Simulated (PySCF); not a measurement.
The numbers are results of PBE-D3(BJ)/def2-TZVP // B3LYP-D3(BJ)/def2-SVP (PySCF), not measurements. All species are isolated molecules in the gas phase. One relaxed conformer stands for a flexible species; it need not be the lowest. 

Reference species (SMILES): `C[CH2][Sn]([CH2]C)([CH2]C)[CH2]C` (neutral, multiplicity 1).

The S1 oscillator strength is 0.012 and the LUMO comes out as -0.30 eV.

Changed species: `C[CH2][SnH2][CH2]C` (C–C–Sn–C torsion -180°, C–Sn–C–C torsion -178°) (2 of 4 C2H5 replaced by H; the reference has 0 of 4 C2H5 replaced by H).

Task: Give the shifts of the S1 oscillator strength and LUMO.

Result: the S1 oscillator strength stays essentially unchanged; the LUMO hardly moves.
